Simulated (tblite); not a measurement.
C2H9GeN.
Numbering: `[CH3:1][NH:2][GeH2:3][CH3:4]` (hydrogens: H5, H6, H7 on C1; H8 on N2; H9, H10 on Ge3; H11, H12, H13 on C4)

Computed with GFN2-xTB (tblite), gas phase: L-BFGS steps from a force-field or distance-geometry start until the largest atomic force falls under 0.01 eV/Å.

Step 27: E = -372.7744 eV
```
atom  x, y, z in Å  |  force x, y, z in eV/Å
C1      1.8761    0.3899    0.2230   -0.002  -0.003  -0.002
N2      0.8773   -0.6333    0.4766    0.009   0.004  -0.009
Ge3    -0.6515   -0.7658   -0.5137   -0.003  -0.111   0.042
C4     -1.8888    0.6315    0.1179    0.023   0.008  -0.022
H5      1.3762    1.3322    0.0049   -0.038   0.000   0.006
H6      2.5005    0.5271    1.1074    0.004   0.015   0.041
H7      2.5312    0.1490   -0.6212    0.011   0.023  -0.039
H8      1.3311   -1.5129    0.6771    0.007  -0.048  -0.023
H9     -1.1441   -2.1635   -0.2266    0.016   0.082  -0.008
H10    -0.4216   -0.6589   -2.0137    0.002  -0.010   0.025
H11    -1.4632    1.1380    0.9780    0.039   0.015   0.033
H12    -2.8350    0.1976    0.4226   -0.056  -0.024  -0.003
H13    -2.0925    1.3697   -0.6501   -0.012   0.051  -0.040
```

Step 28: E = -372.7754 eV
```
atom  x, y, z in Å  |  force x, y, z in eV/Å
C1      1.8721    0.3936    0.2248   -0.010  -0.014  -0.005
N2      0.8789   -0.6370    0.4690   -0.008  -0.001   0.015
Ge3    -0.6524   -0.7700   -0.5153    0.008  -0.103   0.028
C4     -1.8811    0.6343    0.1175    0.014  -0.010  -0.025
H5      1.3691    1.3357    0.0139   -0.049  -0.003   0.011
H6      2.4941    0.5253    1.1118    0.014   0.018   0.027
H7      2.5262    0.1622   -0.6223    0.035   0.025  -0.035
H8      1.3360   -1.5140    0.6735    0.006  -0.045  -0.035
H9     -1.1528   -2.1632   -0.2231    0.023   0.071   0.003
H10    -0.4270   -0.6761   -2.0180   -0.003   0.002   0.036
H11    -1.4565    1.1355    0.9815    0.045   0.024   0.007
H12    -2.8283    0.2019    0.4204   -0.072  -0.026  -0.005
H13    -2.0828    1.3722   -0.6514   -0.004   0.063  -0.021
```

Question: Estimate the geometry and energy of step 29. (The exact step hangs on the optimiser's Hessian estimate; all steps are aligned on step 28, rigid shifts and turns removed.)

Answer: E = -372.7763 eV, largest force 0.063 eV/Å
```
atom  x, y, z in Å  |  force x, y, z in eV/Å
C1      1.8689    0.3963    0.2262   -0.012  -0.018  -0.006
N2      0.8810   -0.6411    0.4630   -0.012  -0.009   0.032
Ge3    -0.6526   -0.7747   -0.5156    0.015  -0.047   0.011
C4     -1.8746    0.6367    0.1171   -0.005  -0.020  -0.022
H5      1.3618    1.3379    0.0212   -0.051  -0.014   0.015
H6      2.4889    0.5246    1.1157    0.015   0.017   0.002
H7      2.5228    0.1737   -0.6238    0.042   0.028  -0.017
H8      1.3413   -1.5162    0.6691    0.004  -0.036  -0.044
H9     -1.1614   -2.1608   -0.2201    0.022   0.029   0.020
H10    -0.4305   -0.6901   -2.0200   -0.006   0.010   0.043
H11    -1.4517    1.1347    0.9849    0.042   0.018  -0.031
H12    -2.8234    0.2046    0.4179   -0.060  -0.012  -0.013
H13    -2.0748    1.3748   -0.6531    0.007   0.054   0.010
```

The energy changes by -0.0009 eV. The first-order estimate −F·Δx gives -0.0013 eV and the mean of the old and new forces, exact on a quadratic surface, -0.0009 eV. The step makes an angle of 79° with the force vector and moves no atom by more than 0.015 Å.

Run on one thread of an Arm Neoverse V1, shared host.
